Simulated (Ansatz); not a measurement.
Two structures of AlH₃SeF₂, singlet, reached by relaxing down either side of one saddle point (PBE0-D4/def2-TZVP). Energies are electronic, without zero-point energy. Ansatz 0.2.0; basis: def2-TZVPP and def2-QZVPP; cores frozen in the correlated methods. Filled d shells of the heavier atoms are correlated. The def2 sets are not built for correlating such inner shells, so the correlated values are less sure here. Extrapolation: Hartree–Fock as exp(−7.88 √X), correlation as X^−2.97. First:

Al1  (-0.655, -0.906, 0.010)
H2  (-1.946, -0.027, -0.176)
F3  (-0.071, -1.745, -1.295)
F4  (-0.328, -1.531, 1.512)
H5  (0.723, 1.771, 0.990)
Se6  (1.359, 0.828, 0.061)
H7  (0.917, 1.610, -1.102)
(Å)

Second:

```tsv
atom	x (Å)	y (Å)	z (Å)
Al1	0.1733	-0.6741	0.0805
H2	-1.8329	0.3910	0.3278
F3	-0.4203	-1.0810	-1.3948
F4	-0.2699	-1.5559	1.3907
H5	-1.3404	0.9505	0.4550
Se6	1.8801	0.8454	0.2914
H7	1.8102	1.1242	-1.1505
```

(1) Which bonds change from the first to the second?

(2) Give the saddle point's structure and its height above each. (To be estimated.)

The T1 diagnostic stays at or below 0.012.

## Answers

(1) AlHF₂ ([F][AlH][F]) + H₂Se → AlHSeF₂ ([F][Al]([F])[SeH]) + H₂; bonds formed: H2–H5; dative contacts that become bonds: Al1–Se6; bonds broken: Al1–H2, H5–Se6.

(2) Computed: 18.58 kcal/mol above the first and 29.73 kcal/mol above the second (CCSD(T) at an estimated basis limit (MP2 extrapolated from triple and quadruple zeta, plus CCSD(T) − MP2 in triple zeta)).
Al1  (-0.337, -0.774, 0.089)
H2  (-1.400, 0.512, 0.258)
F3  (-0.304, -1.361, -1.445)
F4  (-0.336, -1.746, 1.413)
H5  (-0.336, 1.075, 0.377)
Se6  (1.371, 1.030, 0.380)
H7  (1.341, 1.264, -1.072)
(Å)

Exchanges of this kind with a chalcogen hydride build sulfide and selenide films.

Labels in which every atom is bracketed show which atoms are joined, not bond orders.

For scale, one of the runs: CCSD(T)/def2-TZVPP, 194 basis functions, launched by `ansatz run in.yaml --threads 4 --pin off --events-out ev --progress --plain --max-ram 9574MiB`. The run took 2.2 min on 4 CPU threads of an AMD EPYC (shared host), with 2.3 GiB of host memory at its peak.
